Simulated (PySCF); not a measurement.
# Tm⁴³⁺: ionisation energy

Tm⁴³⁺ [Ar] 3d8 (3F) → Tm⁴⁴⁺ [Ar] 3d7 (4F), as a difference of total energies. All numbers are calculated (PySCF 2.14, the spin-free X2C one-electron Hamiltonian (Gaussian nucleus), in an even-tempered Gaussian basis (18 s from 8.8 bohr⁻², ratio 2.5; 13 p from 11 bohr⁻², ratio 2.5; 8 d from 11 bohr⁻², ratio 2.5; 4 f from 47 bohr⁻², ratio 2.7; 3 g from 71 bohr⁻², ratio 2.7)). Correlated levels: outer shells: [Ne] frozen; virtual orbitals above 40 to 60 times the deepest correlated orbital energy dropped. The calculations carry no spin-orbit coupling.

```csv
method,ionisation energy (eV)
UHF,3546.1
LDA,3546.4
PBE,3546.4
PBE0,3546.9
r2SCAN,3548.1
BLYP,3546.3
BP86,3546.9
MP2 (outer shells),3547.6
SCS-MP2 (outer shells),3547.5
```

Spin-orbit coupling is strong in these open shells (close to jj coupling). The scalar numbers leave it out and a first-order estimate fails, so it can dominate the gap to the real levels.

Breit and QED terms and the two-electron picture change are absent.

For comparison: 3528 ± 4 eV (theoretical estimate listed by NIST; NIST Atomic Spectra Database, ionization energies).
